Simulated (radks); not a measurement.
Results of a calculation; reference values are marked as such.
Excited configurations of Bi: one electron is placed in a higher orbital outside [Hg] 6p2. The ground configuration is [Hg] 6p3. Code: a radial shooting solver on a logarithmic mesh with Libxc functionals. Model: Dirac Kohn-Sham, PBE, spin-unpolarised, spherical densities, point nucleus; open shells fill j = l - 1/2 first. Excitation = E - E(ground); binding = E(ion) - E, where the ion is the core of charge +1; n* = 1/sqrt(2 binding) in atomic units, and the quantum defect is n - n*.

| outer orbital | excitation (eV) | binding (eV) | n* | quantum defect | eigenvalue (eV) | <r> (bohr) |
|---|---|---|---|---|---|---|
| 5f5/2 | 6.004 | 0.915 | 3.855 | 1.145 | -0.432 | 17.17 |
| 6d3/2 | 5.131 | 1.789 | 2.758 | 3.242 | -0.687 | 8.765 |
| 6f5/2 | 6.284 | 0.636 | 4.627 | 1.373 | -0.366 | 28.98 |
| 7p1/2 | 4.699 | 2.221 | 2.475 | 4.525 | -1.201 | 8.839 |
| 7d3/2 | 5.787 | 1.133 | 3.466 | 3.534 | -0.617 | 16.66 |
| 7f5/2 | 6.459 | 0.461 | 5.434 | 1.566 | -0.287 | 43.37 |

Estimate the row for 7s1/2.

Answer. excitation (eV) 3.680; binding (eV) 3.240; n* 2.049; quantum defect 4.951; eigenvalue (eV) -1.815; <r> (bohr) 6.717. The Delta-SCF ionisation energy is 6.919 eV (NIST Atomic Spectra Database: 7.286 eV, measured). Self-interaction in the functional shifts the binding energies and quantum defects, so they are the method's values and not measured ones. Spin polarisation and multiplet splitting are left out, so open shells lie too high by an amount that depends on their filling.

Beside tabulated values, note that spin-unpolarised runs miss the spin-polarisation part of the exchange energy of open shells.
